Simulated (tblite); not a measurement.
Compound: C₈H₈S.
SMILES with atom numbers: `[CH:1]#[C:2][CH2:3][C:4](=[S:5])[C@@H:6]1[CH2:7][C:8]1=[CH2:9]` (hydrogens: H10 on C1; H11, H12 on C3; H13 on C6; H14, H15 on C7; H16, H17 on C9)

Computed with GFN2-xTB (tblite), gas phase: Langevin dynamics at 300 K from the optimised GFN2-xTB geometry, time step 0.5 fs, friction 0.01 fs⁻¹, 2000 steps. The instantaneous temperature is 2·E(kin)/(3Nk) with all 3N coordinates.

```json
{"t (fs)": "0", "T (K)": "259", "E(pot) above start (eV)": "0.000", "C1≡C2 (Å)": "1.197", "C2–C3 (Å)": "1.447", "C3–C4 (Å)": "1.506", "C4=S5 (Å)": "1.633", "C4–C6 (Å)": "1.457", "C1–H10 (Å)": "1.049", "C2–C3–C4–S5 (°)": "-156"}
{"t (fs)": "50", "T (K)": "189", "E(pot) above start (eV)": "0.627", "C1≡C2 (Å)": "1.204", "C2–C3 (Å)": "1.434", "C3–C4 (Å)": "1.529", "C4=S5 (Å)": "1.618", "C4–C6 (Å)": "1.439", "C1–H10 (Å)": "1.075", "C2–C3–C4–S5 (°)": "-157"}
{"t (fs)": "100", "T (K)": "310", "E(pot) above start (eV)": "0.637", "C1≡C2 (Å)": "1.212", "C2–C3 (Å)": "1.428", "C3–C4 (Å)": "1.489", "C4=S5 (Å)": "1.643", "C4–C6 (Å)": "1.427", "C1–H10 (Å)": "1.088", "C2–C3–C4–S5 (°)": "-162"}
{"t (fs)": "150", "T (K)": "282", "E(pot) above start (eV)": "0.610", "C1≡C2 (Å)": "1.182", "C2–C3 (Å)": "1.450", "C3–C4 (Å)": "1.510", "C4=S5 (Å)": "1.618", "C4–C6 (Å)": "1.445", "C1–H10 (Å)": "1.093", "C2–C3–C4–S5 (°)": "-145"}
{"t (fs)": "200", "T (K)": "298", "E(pot) above start (eV)": "0.509", "C1≡C2 (Å)": "1.199", "C2–C3 (Å)": "1.457", "C3–C4 (Å)": "1.513", "C4=S5 (Å)": "1.623", "C4–C6 (Å)": "1.414", "C1–H10 (Å)": "1.095", "C2–C3–C4–S5 (°)": "-149"}
{"t (fs)": "250", "T (K)": "328", "E(pot) above start (eV)": "0.514", "C1≡C2 (Å)": "1.193", "C2–C3 (Å)": "1.476", "C3–C4 (Å)": "1.470", "C4=S5 (Å)": "1.637", "C4–C6 (Å)": "1.459", "C1–H10 (Å)": "1.104", "C2–C3–C4–S5 (°)": "-160"}
{"t (fs)": "300", "T (K)": "356", "E(pot) above start (eV)": "0.505", "C1≡C2 (Å)": "1.192", "C2–C3 (Å)": "1.435", "C3–C4 (Å)": "1.483", "C4=S5 (Å)": "1.637", "C4–C6 (Å)": "1.465", "C1–H10 (Å)": "1.053", "C2–C3–C4–S5 (°)": "-156"}
{"t (fs)": "350", "T (K)": "379", "E(pot) above start (eV)": "0.448", "C1≡C2 (Å)": "1.195", "C2–C3 (Å)": "1.464", "C3–C4 (Å)": "1.571", "C4=S5 (Å)": "1.610", "C4–C6 (Å)": "1.454", "C1–H10 (Å)": "1.066", "C2–C3–C4–S5 (°)": "-139"}
{"t (fs)": "400", "T (K)": "220", "E(pot) above start (eV)": "0.450", "C1≡C2 (Å)": "1.196", "C2–C3 (Å)": "1.462", "C3–C4 (Å)": "1.490", "C4=S5 (Å)": "1.674", "C4–C6 (Å)": "1.474", "C1–H10 (Å)": "1.058", "C2–C3–C4–S5 (°)": "-141"}
{"t (fs)": "450", "T (K)": "183", "E(pot) above start (eV)": "0.426", "C1≡C2 (Å)": "1.198", "C2–C3 (Å)": "1.456", "C3–C4 (Å)": "1.489", "C4=S5 (Å)": "1.656", "C4–C6 (Å)": "1.478", "C1–H10 (Å)": "1.052", "C2–C3–C4–S5 (°)": "-136"}
{"t (fs)": "500", "T (K)": "341", "E(pot) above start (eV)": "0.419", "C1≡C2 (Å)": "1.191", "C2–C3 (Å)": "1.433", "C3–C4 (Å)": "1.586", "C4=S5 (Å)": "1.627", "C4–C6 (Å)": "1.501", "C1–H10 (Å)": "1.019", "C2–C3–C4–S5 (°)": "-124"}
{"t (fs)": "550", "T (K)": "382", "E(pot) above start (eV)": "0.502", "C1≡C2 (Å)": "1.217", "C2–C3 (Å)": "1.457", "C3–C4 (Å)": "1.505", "C4=S5 (Å)": "1.594", "C4–C6 (Å)": "1.491", "C1–H10 (Å)": "1.037", "C2–C3–C4–S5 (°)": "-123"}
{"t (fs)": "600", "T (K)": "358", "E(pot) above start (eV)": "0.561", "C1≡C2 (Å)": "1.195", "C2–C3 (Å)": "1.451", "C3–C4 (Å)": "1.490", "C4=S5 (Å)": "1.615", "C4–C6 (Å)": "1.513", "C1–H10 (Å)": "1.050", "C2–C3–C4–S5 (°)": "-112"}
{"t (fs)": "650", "T (K)": "305", "E(pot) above start (eV)": "0.539", "C1≡C2 (Å)": "1.217", "C2–C3 (Å)": "1.418", "C3–C4 (Å)": "1.532", "C4=S5 (Å)": "1.599", "C4–C6 (Å)": "1.479", "C1–H10 (Å)": "1.056", "C2–C3–C4–S5 (°)": "-113"}
{"t (fs)": "700", "T (K)": "261", "E(pot) above start (eV)": "0.548", "C1≡C2 (Å)": "1.195", "C2–C3 (Å)": "1.418", "C3–C4 (Å)": "1.547", "C4=S5 (Å)": "1.612", "C4–C6 (Å)": "1.489", "C1–H10 (Å)": "1.057", "C2–C3–C4–S5 (°)": "-123"}
{"t (fs)": "750", "T (K)": "336", "E(pot) above start (eV)": "0.319", "C1≡C2 (Å)": "1.180", "C2–C3 (Å)": "1.470", "C3–C4 (Å)": "1.497", "C4=S5 (Å)": "1.654", "C4–C6 (Å)": "1.462", "C1–H10 (Å)": "1.021", "C2–C3–C4–S5 (°)": "-120"}
{"t (fs)": "800", "T (K)": "232", "E(pot) above start (eV)": "0.618", "C1≡C2 (Å)": "1.245", "C2–C3 (Å)": "1.437", "C3–C4 (Å)": "1.518", "C4=S5 (Å)": "1.636", "C4–C6 (Å)": "1.426", "C1–H10 (Å)": "1.043", "C2–C3–C4–S5 (°)": "-132"}
{"t (fs)": "850", "T (K)": "278", "E(pot) above start (eV)": "0.436", "C1≡C2 (Å)": "1.185", "C2–C3 (Å)": "1.507", "C3–C4 (Å)": "1.504", "C4=S5 (Å)": "1.622", "C4–C6 (Å)": "1.435", "C1–H10 (Å)": "1.024", "C2–C3–C4–S5 (°)": "-126"}
{"t (fs)": "900", "T (K)": "285", "E(pot) above start (eV)": "0.483", "C1≡C2 (Å)": "1.200", "C2–C3 (Å)": "1.456", "C3–C4 (Å)": "1.462", "C4=S5 (Å)": "1.612", "C4–C6 (Å)": "1.494", "C1–H10 (Å)": "1.048", "C2–C3–C4–S5 (°)": "-122"}
{"t (fs)": "950", "T (K)": "201", "E(pot) above start (eV)": "0.425", "C1≡C2 (Å)": "1.209", "C2–C3 (Å)": "1.438", "C3–C4 (Å)": "1.528", "C4=S5 (Å)": "1.680", "C4–C6 (Å)": "1.469", "C1–H10 (Å)": "1.008", "C2–C3–C4–S5 (°)": "-115"}
{"t (fs)": "1000", "T (K)": "280", "E(pot) above start (eV)": "0.618", "C1≡C2 (Å)": "1.167", "C2–C3 (Å)": "1.493", "C3–C4 (Å)": "1.508", "C4=S5 (Å)": "1.668", "C4–C6 (Å)": "1.459", "C1–H10 (Å)": "0.992", "C2–C3–C4–S5 (°)": "-118"}
```

**Question.** From 500 fs on, how do temperature and potential energy compare with equipartition?

**Answer.** The mean temperature of these 11 frames is 296 K against the target 300 K, and the mean potential energy 0.50 eV against 45 × kT/2 = 0.58 eV for 45 classical harmonic modes. For 17 atoms in a canonical ensemble the temperature itself scatters by T·√(2/(3N)) = 59 K; here its standard deviation is 52 K. The whole run lasts only 10 friction times of 100 fs, so these averages carry a wide statistical error.

**Question.** What are the kinetic and total energies of the listed frame with the highest potential energy?

**Answer.** The one at 100 fs, 0.637 eV above the start. Its kinetic energy is 3NkT/2 = 0.681 eV at 310 K, so the sum is 1.32 eV; over the listed frames the sum runs from 0.57 to 1.35 eV, since the thermostat adds and removes energy.

**Question.** How much do the listed bonds fluctuate from 500 fs on?

**Answer.** 
```
  bond  at the start (Å)  mean (Å)  standard deviation (Å)
 C1≡C2             1.197     1.200                   0.020
 C2–C3             1.447     1.453                   0.027
 C3–C4             1.506     1.516                   0.031
 C4=S5             1.633     1.629                   0.026
 C4–C6             1.457     1.474                   0.026
C1–H10             1.049     1.032                   0.020
```

The motion is classical and holds no zero-point motion.

The cost below is that of the whole dynamics run. Time: 24 s; peak memory 0.18 GiB. Hardware: one thread, Arm Neoverse N1 (aarch64) (shared host).
